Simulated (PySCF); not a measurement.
These 4 structures share the formula C5H7F3O2. The calculation used PBE0-D3(BJ)/def2-SVP geometry optimisation, gas phase in PySCF. One conformer each; no zero-point energy, no entropy. No frequencies were run at this level. Point groups hold within 0.08 Å.

Question: Order them by energy at this level, lowest first, and give relative energies in kcal/mol.
A. `[CH3:1][C@@H:2]1[O:3][CH2:4][C:5]([F:6])([F:7])[C@@H:8]([F:9])[O:10]1` with C1–C2–O3–C4 -179°, C2–O3–C4–C5 58°, O3–C4–C5–F6 67°, C4–C5–C8–F9 -72°
B. `[F:1][C:2]([F:3])([F:4])[C@H:5]1[CH2:6][O:7][CH2:8][CH2:9][O:10]1` with C2–C5–C6–O7 176°, C5–C6–O7–C8 -57°, C6–O7–C8–C9 58°, O7–C8–C9–O10 -56°
C. `[F:1][C:2]([F:3])([F:4])[CH:5]1[O:6][CH2:7][CH2:8][CH2:9][O:10]1` with C2–C5–O6–C7 -81°, C5–O6–C7–C8 -51°, O6–C7–C8–C9 53°, C7–C8–C9–O10 -53°
D. `[CH2:1]=[C:2]([CH2:3][O:4][C:5]([F:6])([F:7])[F:8])[O:9][CH3:10]` with C1–C2–C3–O4 90°, C2–C3–O4–C5 69°, C1–C2–O9–C10 -7°

Answer: A (0.0), C (0.6), B (4.3), D (13.9).

As drawn, the highest has a C=C bond outside aromatic rings, which the lowest lacks. Neighbours under 2.5 kcal/mol apart (C[C@@H]1OCC(F)(F)[C@@H](F)O1 and FC(F)(F)C1OCCCO1) can change places with a better method, another conformer or zero-point energy.

| SMILES | E (Eh) | E rel (kcal/mol) | dipole (D) | point group | A, B, C (MHz) |
| --- | --- | --- | --- | --- | --- |
| C[C@@H]1OCC(F)(F)[C@@H](F)O1 | -643.58134 | 0.0 | 1.51 | C1 | 2205, 1148, 972.6 |
| FC(F)(F)C1OCCCO1 | -643.58040 | 0.6 | 2.62 | Cs | 2358, 1128, 994.4 |
| FC(F)(F)[C@H]1COCCO1 | -643.57449 | 4.3 | 2.24 | C1 | 2642, 938.4, 813.9 |
| C=C(COC(F)(F)F)OC | -643.55925 | 13.9 | 2.87 | C1 | 2367, 902.6, 799.1 |
